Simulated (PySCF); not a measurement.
ClCu (SMILES [Cl][Cu]), singlet, geometry from GFN2-xTB (such geometries of metal compounds can be far from the true shape). Base run: BLYP/pcseg-1 in PySCF.

Input for PySCF:
```python
from pyscf import gto, scf, dft

mol = gto.Mole()
mol.atom = '''
    Cu   -0.000000   -0.000000   -0.757813
    Cl    0.000000    0.000000    1.292741
'''
mol.basis = 'pcseg-1'
mol.charge = 0
mol.spin = 0
mol.verbose = 4
mol.build()

mf = dft.RKS(mol)
mf.xc = 'blyp'
mf.kernel()
mf.analyze()
```

Each row names what was changed in the base input (with any setting that the change needs).

```json
[
 {"change": "base", "ΔE vs base (mEh)": "0.000", "SCF cycles": "15", "outcome": "converged"},
 {"change": "diis_space = 2", "ΔE vs base (mEh)": "-", "SCF cycles": "50", "outcome": "not converged"},
 {"change": "conv_tol = 1e-6", "ΔE vs base (mEh)": "0.000", "SCF cycles": "14", "outcome": "converged"},
 {"change": "conv_tol_grad = 1e-3", "ΔE vs base (mEh)": "0.000", "SCF cycles": "15", "outcome": "converged"},
 {"change": "init_guess = sap", "ΔE vs base (mEh)": "0.000", "SCF cycles": "11", "outcome": "converged"},
 {"change": "solver = newton; init_guess = 1e", "ΔE vs base (mEh)": "0.000", "SCF cycles": "-", "outcome": "converged"},
 {"change": "diis = off (with mf.max_cycle = 100)", "ΔE vs base (mEh)": "-", "SCF cycles": "100", "outcome": "not converged"},
 {"change": "DIIS = ADIIS", "ΔE vs base (mEh)": "0.000", "SCF cycles": "27", "outcome": "converged"},
 {"change": "diis_space = 4", "ΔE vs base (mEh)": "0.000", "SCF cycles": "17", "outcome": "converged"},
 {"change": "solver = newton", "ΔE vs base (mEh)": "0.000", "SCF cycles": "-", "outcome": "converged"},
 {"change": "level_shift = 0.5 (with mf.max_cycle = 100)", "ΔE vs base (mEh)": "0.000", "SCF cycles": "50", "outcome": "converged"},
 {"change": "diis = off; damp = 0.6 (with mf.diis_start_cycle = 200; with mf.max_cycle = 150)", "ΔE vs base (mEh)": "-", "SCF cycles": "150", "outcome": "not converged"},
 {"change": "conv_tol = 1e-11", "ΔE vs base (mEh)": "0.000", "SCF cycles": "18", "outcome": "converged"}
]
```
